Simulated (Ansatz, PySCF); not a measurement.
System: AlI, charge 0, multiplicity 1. 
Coordinates optimised at B3LYP-D3(BJ)/def2-TZVP (Ansatz, a quantum-chemistry and plane-wave program):
SMILES: [Al][I]
```xyz
2

Al     0.0000     0.0000    -2.0675
I      0.0000     0.0000     0.5071
```
Charge 0, spin multiplicity 1.

Wanted: vertical ionisation energy (to the doublet state of charge +1; each state is the SCF solution reached for its spin), in eV. Correlated levels leave the core frozen unless marked. Open shells are spin-unrestricted. No spin-orbit coupling. The frozen core is the preceding noble-gas configuration, with the filled d and f shells of earlier blocks. Past Kr the def2 sets carry scalar-relativistic core potentials. CBS(X,Y): correlation extrapolated as X^-3; Hartree-Fock from the larger set.

| level | program | vertical ionisation energy (eV) | minus last row |
|---|---|---|---|
| SVWN5/def2-TZVPD | Ansatz | 8.89 | -0.04 |
| PBE/def2-TZVPD | Ansatz | 8.70 | -0.23 |
| r2SCAN/def2-TZVPD | Ansatz | 8.65 | -0.28 |
| B3LYP/def2-TZVPD | Ansatz | 8.83 | -0.10 |
| PBE0/def2-TZVPD | Ansatz | 8.76 | -0.17 |
| BHLYP/def2-TZVPD | Ansatz | 8.75 | -0.18 |
| CAM-B3LYP/def2-TZVPD | Ansatz | 8.87 | -0.06 |
| wB97M-V/def2-TZVPD | Ansatz | 8.86 | -0.07 |
| wB97X-V/def2-TZVPD | Ansatz | 8.85 | -0.08 |
| CCSD/def2-SVPD | Ansatz | 8.75 | -0.18 |
| CCSD/def2-TZVPPD | Ansatz | 8.78 | -0.15 |
| CCSD/def2-QZVPPD | Ansatz | 8.84 | -0.09 |
| CCSD/CBS(def2-TZVPPD,def2-QZVPPD) | Ansatz | 8.90 | -0.03 |
| CCSD(T)/def2-SVPD | Ansatz | 8.75 | -0.18 |
| CCSD(T)/def2-TZVPPD | Ansatz | 8.79 | -0.14 |
| CCSD(T)/def2-QZVPPD | Ansatz | 8.87 | -0.06 |
| CCSD(T)/CBS(def2-TZVPPD,def2-QZVPPD) | Ansatz | 8.93 | 0.00 |

For comparison, minus the highest occupied orbital energy (PySCF): 8.68 eV at HF/def2-TZVPD, 7.17 eV at MN15/def2-TZVPD, 7.91 eV at CAM-B3LYP/def2-TZVPD.
